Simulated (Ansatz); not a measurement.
GeF2H2 (GeH2F2). The state is a triplet with charge 0. Geometry r2SCAN-D4/def2-TZVP, that of the neutral singlet; atoms count from 1.

```xyz
5

Ge   -0.107    0.033   -0.022
F     1.353    0.849   -0.446
F     0.412   -1.388    0.809
H    -0.794   -0.402   -1.312
H    -0.863    0.908    0.972
```

At PBE0-D4/def2-TZVP a singlet of charge 0 lies 7.85 eV below the triplet at the same geometry.

**Question.** Estimate the Mulliken populations from the PBE0/def2-TZVP orbitals of Ansatz.

**Answer.** 
| atom | charge (e) | spin (α − β) |
| --- | --- | --- |
| Ge1 | 0.05 | 1.13 |
| F2 | -0.24 | 0.14 |
| F3 | -0.24 | 0.14 |
| H4 | 0.21 | 0.30 |
| H5 | 0.21 | 0.30 |
Mulliken values depend strongly on the basis.

**Question.** Where does the spin sit?

**Answer.** Summed by element: Ge 1.13, F 0.28, H 0.59, of 2 unpaired in all. Largest on single atoms: Ge1 1.13, H4 0.30, H5 0.30.

**Question.** And the Mayer bond orders between heavy atoms (over 0.3)?

**Answer.** Ge1–F2 0.90 (1.73 Å); Ge1–F3 0.90 (1.73 Å).
